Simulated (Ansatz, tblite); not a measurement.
Cost and result up the ladder for Mg₁₄S₁₄ (28 atoms). Charge 0, multiplicity 1. Geometry: PBE-D4/def2-SVP, loosely relaxed.

| atom | x (Å) | y (Å) | z (Å) |
| --- | --- | --- | --- |
| Mg1 | 2.2094 | -3.9804 | 2.5483 |
| S2 | 0.6214 | -5.1685 | 1.3741 |
| Mg3 | 0.1602 | -3.1974 | 0.2345 |
| S4 | -1.4744 | -1.3564 | 0.1907 |
| Mg5 | -3.1728 | 0.3393 | -0.3579 |
| S6 | -5.2676 | 1.0673 | 0.3334 |
| Mg7 | -4.1730 | 2.7866 | 1.4088 |
| S8 | 4.6119 | -3.8375 | 3.0525 |
| Mg9 | 4.2351 | -1.6769 | 2.1234 |
| S10 | 1.8000 | -1.3879 | 2.0753 |
| Mg11 | 0.0484 | 0.2574 | 1.2970 |
| S12 | -1.5713 | 2.1854 | 1.4807 |
| Mg13 | -1.7069 | 4.6007 | 1.0669 |
| S14 | -3.9551 | 5.2321 | 1.5404 |
| Mg15 | 5.1621 | -4.2907 | 0.7072 |
| S16 | 4.8257 | -1.7792 | -0.2266 |
| Mg17 | 2.5797 | -0.8679 | -0.3192 |
| S18 | 1.3891 | 1.2152 | -0.6348 |
| Mg19 | -0.6300 | 2.5231 | -0.8890 |
| S20 | -1.3683 | 4.7915 | -1.3278 |
| Mg21 | -3.9724 | 5.3721 | -0.9067 |
| S22 | 4.7833 | -5.4853 | -1.2492 |
| Mg23 | 3.4968 | -3.6045 | -1.6539 |
| S24 | 1.3685 | -2.3992 | -1.8786 |
| Mg25 | -0.1779 | -0.4640 | -1.7575 |
| S26 | -1.9515 | 1.1127 | -2.4725 |
| Mg27 | -3.0215 | 3.2999 | -2.8045 |
| S28 | -4.8488 | 4.7127 | -2.9551 |

Ansatz on 2 threads of AMD EPYC 7R13 on a shared host and a share (18 GiB) of an NVIDIA H100 80GB HBM3; xTB runs through tblite on one thread. Times are rough, summed over both states, and most runs start from the orbitals of an earlier one. ωB97M-V/def2-SVP serves as the yardstick here, not as an exact answer. The other state is a doublet.

The xTB rows come from tblite. Single mean-field runs in def2-SVP are fitted with def2-universal-jkfit. HOMO above LUMO, or a gap near zero within one spin, warns that the state may not be the lowest or that an electron is smeared out.

Raw xTB energies of ions are shifted by several eV.

```csv
level,functions,wall time
GFN1-xTB,182,0.6 s
GFN2-xTB,252,5.6 s
PBE0-D4/def2-SVP,504,28 s
PBE-D4/def2-SVP (with forces),504,32 s
ωB97M-V/def2-SVP,504,78 s
```

**Question.** Estimate what each level gives for the vertical IE (eV).

**Answer.** 
```
                        level  vertical IE (eV)  difference from ωB97M-V/def2-SVP (eV)                                                                                            remarks
                     GFN1-xTB             11.70                                   3.81                                              loose geometry (+1 doublet), loose geometry (singlet)
                     GFN2-xTB             11.79                                   3.91                                              loose geometry (+1 doublet), loose geometry (singlet)
             PBE0-D4/def2-SVP              7.18                                  -0.71                                              loose geometry (+1 doublet), loose geometry (singlet)
PBE-D4/def2-SVP (with forces)              6.60                                  -1.29  gap within one spin near zero (+1 doublet), loose geometry (+1 doublet), loose geometry (singlet)
             ωB97M-V/def2-SVP              7.89                                   0.00                                              loose geometry (+1 doublet), loose geometry (singlet)
```
